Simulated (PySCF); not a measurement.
## Polarisability and C₆ of V²⁺ (vanadium, charge +2)

[Ar] 3d3, high-spin 4F determinant. Computed with PySCF 2.14 in x2c-TZVPPall with one added diffuse shell each of s, p, d, f type (7s6p5d3f1g, 80 functions), with scalar relativity by spin-free X2C-1e. Coupled (time-dependent) response in atomic units; α is the mean over directions.

```tsv
method	mean α (bohr³)	C₆ (like pair)	S(−4)
TPSSh	4.705	14.10	16.68
LC-wPBE	4.611	13.80	15.67
```

S(−4) is the Cauchy moment in α(ω) = α(0) + S(−4) ω² + …

α(iu) at LC-wPBE:

```
u (hartree)  α(iu) (bohr³)
          0          4.611
     0.0500          4.573
      0.100          4.464
      0.200          4.115
      0.300          3.717
      0.500          3.043
      0.750          2.455
       1.00          2.035
       1.50          1.456
       2.00          1.078
       3.00         0.6451
       5.00         0.2989
```

A single London oscillator, α(iu) = α/(1 + u²/ω²), gives C₆ = (3/4) ω α². Matching the computed C₆ needs ω = 4 × 13.80 / (3 × 4.611²) = 0.865 hartree.

For an ion, C₆ is the dispersion term alone; charge-induced terms of lower order in 1/R come first.
